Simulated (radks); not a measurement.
Species: the palladium ion Pd24+. Configuration: [Ar] 3d4.

All-electron calculation, Dirac Kohn-Sham, LB94 model potential, spin-unpolarised, spherical densities, finite nucleus; open shells fill j = l - 1/2 first; Fermi nuclear charge, rms radius 4.5318 fm. Program: a radial shooting solver on a logarithmic mesh with Libxc functionals.

Energy parts (eV):
part                   energy
kinetic            134407.373
electron-nucleus  -288588.296
Hartree             29215.915
(The LB94 potential has no energy functional, so no total or exchange-correlation energy is given.)

Orbitals (lengths in bohr, moments of r in powers of bohr):
orbital  occ.  eigenvalue (eV)      <r^4>
1s1/2       2        -25263.40  4.845e-06
2s1/2       2        -4531.557  0.0008379
2p1/2       2        -4283.899  0.0005449
2p3/2       4        -4121.418  0.0006224
3s1/2       2        -1491.409    0.03119
3p1/2       2        -1396.880    0.02906
3p3/2       4        -1363.494    0.03187
3d3/2       4        -1208.039    0.02323
3d5/2       0        -1200.679    0.02389

The highest occupied level is 3d3/2 at -1208.0 eV. The electron density at the nucleus is 1.328e+05 e/bohr^3. The density falls to 0.001 e/bohr^3 at r = 1.05 bohr.
